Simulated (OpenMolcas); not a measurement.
Ni3+.

```
Program             : OpenMolcas 26.06
Basis               : ANO-RCC-VTZP [6s5p3d2f1g]
Scalar Hamiltonian  : DKH2, point nucleus
Active space        : 7 electrons in 5 orbitals (3d)
State averaging     : 2S+1 = 4 even, 10 roots; 2S+1 = 2 even, 40 roots
Spin-orbit coupling : RASSI with atomic mean-field integrals over the reference wave functions, term energies averaged over their components
```

Two sets of levels on these reference wave functions, in eV above 3d⁷ ⁴F_9/2: one from CASSCF and one from MS-CASPT2, IPEA 0.25 Eh, imaginary shift 0.1 Eh (closed shells correlated: 3s 3p).

```
        Level   Set 1   Set 2
   3d⁷ ⁴F_9/2  0.0000  0.0000
   3d⁷ ⁴F_7/2  0.1420  0.1427
   3d⁷ ⁴F_5/2  0.2460  0.2461
   3d⁷ ⁴F_3/2   0.317   0.316
   3d⁷ ⁴P_5/2   2.758   2.288
   3d⁷ ²G_9/2   2.773   2.440
   3d⁷ ⁴P_3/2   2.803   2.317
   3d⁷ ⁴P_1/2   2.872   2.396
   3d⁷ ²G_7/2   2.909   2.574
   3d⁷ ²P_3/2   3.657   2.916
  3d⁷ ²H_11/2   3.681   3.358
   3d⁷ ²P_1/2   3.801   3.032
   3d⁷ ²H_9/2   3.802   3.479
3d⁷ ²D_5/2(1)   3.990   3.375
3d⁷ ²D_3/2(1)   4.204   3.576
   3d⁷ ²F_5/2   6.345   5.435
```

**Question.** Which set is which?

**Answer.** Set 2 is MS-CASPT2. Its levels of the other terms of 3d⁷ lie at 0.80 to 0.92 of the other set's values, as expected, since terms of lower spin or lower L gain more correlation energy than the Hund ground term. Against 15 measured levels (Corliss and Sugar, J. Phys. Chem. Ref. Data 10, 197 (1981)) the mean absolute deviation is 220 cm-1 with it and 3600 cm-1 without; single levels miss by up to 440 cm-1 with it.

Term energies are means over components that CASPT2 splits; among the terms shown or strongly mixed into the levels shown the widest spread is 990 cm-1 (3d⁷ ⁴F, MS-CASPT2). Without dynamic correlation excited terms often stand tens of per cent too high (terms of higher spin than the ground term too low), and those without a measured partner can miss by more than the paired ones (holds for CASSCF). Some levels mix across a computed gap that differs much from the measured one, so their mixing is not that of the real levels (holds for CASSCF). The CASPT2 spread within a term exceeds the gap to the next term for 3d⁷ ²H and 3d⁷ ²D(1), so the order of their levels is uncertain (holds for MS-CASPT2). Measured partners are found by configuration, term and J. A level has none where our copy of the source lacks it or the pairing is in doubt (some pairs that miss far off the trend of their configuration count as doubtful), and it then counts in no deviation. Only configurations of the active space appear. The table leaves out levels that lie high or whose names do not pair safely across all columns.

A number in round brackets counts repeated terms of one configuration in the order of the reference energies.
